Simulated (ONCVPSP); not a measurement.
**aluminium, ONCV: configuration errors across variants**

```
Element                 : aluminium
Generator               : ONCVPSP 4.0.1
Type                    : optimised norm-conserving Vanderbilt (ONCV)
Functional              : PW91
Relativity              : scalar-relativistic
Frozen core             : [Ne]
Valence charge          : 3
Reference configuration : 3s1 3p2
Partial waves           : 3s: rc 1.80 bohr, ncon 4, nbas 9, qcut 4.6 1/bohr, 2 projectors, debl 1.2 Ha; 3p: rc 2.10 bohr, ncon 4, nbas 8, qcut 4.3 1/bohr, 2 projectors, debl 2.7 Ha
Local potential         : polynomial inside 1.15 bohr (lpopt 5, dvloc0 6 Ha)
Core correction         : none
```

All-electron excitation energies from the reference (eV): (1) 3s2 3p1 -5.150; (2) 3s2 3p0 0.653; (3) 3s1 3p0 19.931; (4) 3s0 3p3 5.319.

Errors AE − PS in meV (a dash: test not solved or not reliable):

```tsv
change	(1)	(2)	(3)	(4)	bound ghosts	GHOST(+) flags above zero
base	+6.3	+1.1	-1.6	+9.2	none	none
p: qcut 2.5	+6.7	+1.7	-2.4	+9.8	none	none
p: qcut 3.5	+6.5	+1.4	-2.0	+9.5	none	none
p: qcut 4.1	+6.3	+1.1	-1.6	+9.2	none	none
p: qcut 4.5	+6.2	+1.1	-1.5	+9.1	none	none
p: qcut 4.9	+6.2	+1.1	-1.5	+9.1	none	none
p: qcut 5.5	+6.3	+1.2	-1.7	+9.3	none	none
p: qcut 6.1	+6.5	+1.4	-1.9	+9.5	none	none
p: qcut 6.4	+6.6	+1.6	-2.0	+9.7	none	none
```

Q: Give the same row for: p: qcut 3.1.

A: +6.6, +1.6, -2.3, +9.7; bound ghosts: none; GHOST(+) flags above zero: none.
